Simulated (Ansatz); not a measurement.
Two isomers of CH8Si2Te: A = `C[SiH2][Te][SiH3]`, B = `C[Te][SiH2][SiH3]`.

Computed with Ansatz on PBE0-D4/def2-TZVP structures; ΔE is electronic, products minus reactants. CCSD(T)/CBS is the MP2 limit (def2-TZVPP, def2-QZVPP) plus CCSD(T) − MP2 in def2-TZVPP, frozen cores. Functionals use def2-TZVPP. B3LYP here is the variant with VWN-RPA as its local correlation; programs differ in this. Elements past krypton have def2 core potentials. For Te outer-core shells are correlated without core-valence functions, which leaves a few kJ/mol of doubt a bond. Each species was taken in one conformer, which may not be the lowest.

Problem. Which isomer does CCSD(T)/CBS put lower? Give the gap. (An estimate is asked.)

Solution. Ansatz gave: A, by 22.8 kcal/mol.

Problem. Give E(B) − E(A) in kcal/mol with ωB97M-V, CCSD/def2-TZVPP, PBE0-D4, r2SCAN-D4, HF/def2-TZVPP, B3LYP-D4, CCSD(T)/def2-TZVPP. (Estimate.)

Solution. The calculation gave: ωB97M-V 24.5, CCSD/def2-TZVPP 22.7, PBE0-D4 22.5, r2SCAN-D4 23.1, HF/def2-TZVPP 25.0, B3LYP-D4 22.1, CCSD(T)/def2-TZVPP 22.3. None reverses the order clearly.

Largest T1 diagnostic: 0.011.

From PBE to PBE0 (25 % exact exchange), in def2-TZVPP and without D4, E(B) − E(A) moves by +1.7 kcal/mol.
